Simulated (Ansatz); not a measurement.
```yaml
crystal:
  periodic: [false, false, false]
  atoms:
    - {symbol: Al, position_ang: [-0.004878, -0.013419, 0.056484]}
    - {symbol: O, position_ang: [0.011427, 0.147758, 1.809952]}
    - {symbol: H, position_ang: [-0.726033, 0.589991, 2.084865]}
    - {symbol: O, position_ang: [1.732288, -0.062470, -0.452630]}
    - {symbol: H, position_ang: [2.279940, 0.393248, 0.191840]}
    - {symbol: O, position_ang: [-0.997030, 1.386132, -0.592711]}
    - {symbol: H, position_ang: [-1.453410, 1.163793, -1.381660]}
    - {symbol: O, position_ang: [-0.728974, -1.440662, -0.763161]}
    - {symbol: H, position_ang: [-0.079866, -2.144447, -0.952634]}
basis:
  gaussian: {orbitals: x2c-TZVPPall}
total_charge: -1
magnetization: {spin_polarized: true, initial_magnetization: 0}
hamiltonian: {xc: {name: CAM-B3LYP}, dispersion: d4}
scf: {omitted_lower_state_checks: [starts]}
```

```sh
$ ansatz run in.yaml --threads 4 --pin off --events-out ev --progress --plain --max-ram 3916MiB
```

It prints (some lines left out):

```
Functional definition: CAM-B3LYP
1126 factors; their error is unknown
276 factors; integrals over basis functions are off by at most 1.0e-5 eV
mean field evaluation 1: about -14869.5135 eV, gradient 5.0e1 eV
mean field evaluation 2: about -14863.7964 eV, gradient 6.7e1 eV
mean field evaluation 4: about -14877.4252 eV, gradient 8.8e-1 eV
mean field evaluation 8: about -14877.4604 eV, gradient 1.5e-2 eV
mean field -14877.46038115 eV, -546.7365847024 hartree, gradient 4.6e-5 eV, S^2 0.000000; 0 other end points of the search recorded, 0 dependent functions left out
reference -14877.46050850 eV, -546.7365893824 hartree; 25, 25 occupied and 197, 197 virtual orbitals, 1126 factors
Total energy: -14877.60552872 eV, -546.7419187774 hartree
Relativity: scalar
Checks for a lower state left out: starts
```

Hardware: 4 threads of Arm Neoverse V1 on a shared host. Wall time 4.8 s, peak host memory 0.78 GiB.

DK, ANO-RCC and x2c sets are all-electron and run with scalar relativity unless a key says otherwise. The highest occupied level of an anion often lies above zero with these methods, and sets without diffuse functions describe the outer electron poorly.
